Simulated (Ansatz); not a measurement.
Frontier orbitals of `FBCF`.

```xyz
7

F     0.509   -1.262   -1.347
B     0.225   -0.071   -0.865
C    -0.174    0.113    0.636
F    -0.195   -1.056    1.371
H     0.279    0.871   -1.606
H    -1.165    0.587    0.696
H     0.520    0.819    1.115
```

The species carries charge 0 and has multiplicity 1. The geometry is a stationary point of PBE0-D4/def2-TZVP. It is one conformer, not always the lowest. Basis def2-TZVPP, the Gaussian-basis code of Ansatz.

Task: Compute the vertical ionisation energy as the energy of the cation minus that of the neutral molecule, at each level. (Estimate.)

Result: The calculation gave: 
```csv
level,IE (eV),difference from CCSD(T)/CBS(def2)
PBE-D4/def2-TZVPP,11.03,-1.08
r2SCAN-D4/def2-TZVPP,11.23,-0.88
PBE0-D4/def2-TZVPP,11.54,-0.56
B3LYP-D4/def2-TZVPP,11.59,-0.52
ωB97X-V/def2-TZVPP,11.75,-0.36
ωB97M-V/def2-TZVPP,11.73,-0.38
B2PLYP/def2-TZVPP,11.68,-0.43
HF/def2-TZVPP,11.74,-0.36
MP2/def2-TZVPP,11.99,-0.11
CCSD/def2-TZVPP,12.06,-0.05
CCSD(T)/def2-TZVPP,11.94,-0.17
HF/def2-QZVPP,11.74,-0.36
MP2/def2-QZVPP,12.09,-0.02
HF/CBS(def2),11.74,-0.36
MP2/CBS(def2),12.16,0.06
CCSD/CBS(def2),12.23,0.12
CCSD(T)/CBS(def2),12.11,0.00
```

B3LYP here is the variant with VWN-RPA as its local correlation; programs differ in this.
